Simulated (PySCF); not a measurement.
Relaxation of doublet ZrI₃

Level of theory: PySCF, UPBE, basis Zr def2-SVP with ECP28, I def2-SVP with ECP28 (scalar-relativistic core potentials, no spin–orbit coupling, density fitting). A (50,194) grid was used.

A hand-made T-shaped start, of C2v symmetry, held to at least that symmetry:

Coordinates in bohr (charge 0 multiplicity 2):
```
Zr    0.0000    0.0000   -1.5646
I     0.0000    0.0000    3.8589
I     5.4203    0.0000   -1.3752
I    -5.4203    0.0000   -1.3752
```

Optimiser trace:
```
step  E − E(last) (kJ/mol)  largest gradient (Eh/bohr)
   0                113.01                     0.04492
   1                 77.11                     0.03280
   2                 41.27                     0.01803
   3                 27.94                     0.01967
   4                 12.75                     0.00499
   5                  4.85                     0.00702
   6                  1.41                     0.00606
   7                  0.26                     0.00449
   8                  0.03                     0.00137
   9                  0.00                     0.00002
```

It ends at D3h with Zr–I 2.700 Å (×3); I–Zr–I 120.0° (×3) (after a last refinement on a finer grid). A frequency run shows a minimum. Other isomers or separated fragments may lie lower.

With open d or f shells other occupations or spin states may lie lower. No spin–orbit coupling is included, which matters more the heavier the element.

The relaxation took roughly 2 core-minutes on a shared host.
